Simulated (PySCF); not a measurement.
Below is a simulated gas-phase Si 2p photoelectron spectrum of `C=C[P-][SiH3]`.

Every computed line was given a Gaussian of 1.0 eV full width at half maximum and an area set by the number of equivalent atoms (split 2:1 within a doublet); the highest printed point is 100. Computed with delta-SCF UKS SCAN, pcX-2 on the ionised atom, pcseg-1 elsewhere, spin-free X2C (PySCF).

binding energy (eV), intensity and a bar:
```
    100.0          0 
    100.1          1 
    100.2          1 
    100.3          3 #
    100.4          5 #
    100.5          8 ##
    100.6         14 ####
    100.7         21 ######
    100.8         30 #########
    100.9         42 ############
    101.0         54 ################
    101.1         67 ####################
    101.2         80 ########################
    101.3         90 ###########################
    101.4         97 #############################
    101.5        100 ##############################
    101.6        100 ##############################
    101.7         96 #############################
    101.8         90 ###########################
    101.9         82 #########################
    102.0         73 ######################
    102.1         63 ###################
    102.2         53 ################
    102.3         43 #############
    102.4         34 ##########
    102.5         26 ########
    102.6         19 ######
    102.7         13 ####
    102.8          9 ###
    102.9          5 ##
    103.0          3 #
    103.1          2 #
    103.2          1 
    103.3          0 
    103.4          0 
    103.5          0
```

Task: Count the maxima, the lines and the sites behind this envelope.

Result: The curve has 1 maximum (at 101.5 eV). Under it lie 2 lines from 1 inequivalent silicon site, drawn as a 2p3/2, 2p1/2 pair. At this width some lines have no maximum of their own.

Task: Decompose the envelope and assign each component. Numbering: `[CH2:1]=[CH:2][P-:3][SiH3:4]`.

Result: 
```
position (eV)  relative area      line  atoms   environment
       101.41           0.67  Si 2p3/2    Si4  SiH3 silicon
       102.03           0.33  Si 2p1/2    Si4  SiH3 silicon
```

Task: What are the centre and the root-mean-square width of the whole band?

Result: The area-weighted mean of the lines is 101.62 eV. Their own spread about it is 0.29 eV (rms) and each Gaussian has σ = 1.0/2.355 = 0.42 eV; the variances add, which gives 0.52 eV.

Shake-up satellites, vibrational structure and lifetime widths aren't simulated. 2p3/2 and 2p1/2 are the ΔSCF energy of one spin-free 2p hole plus the eigenvalues of a spin–orbit and ligand-field matrix of the shell. 2p1/2 minus 2p3/2 (ligand field included): Si 0.62 eV. The species carries charge -1, so core ionisation leaves a neutral species. The basis sets have no added diffuse functions. One conformer (not necessarily the lowest) at the PBE0-D3(BJ)/def2-SVP geometry, without solvent, vibrations or thermal averaging. The geometry's basis has no diffuse functions, a weakness for an anion.

Conformer computed: `[CH2:1]=[CH:2][P-:3][SiH3:4]`: C1–C2–P3–Si4 -1°.
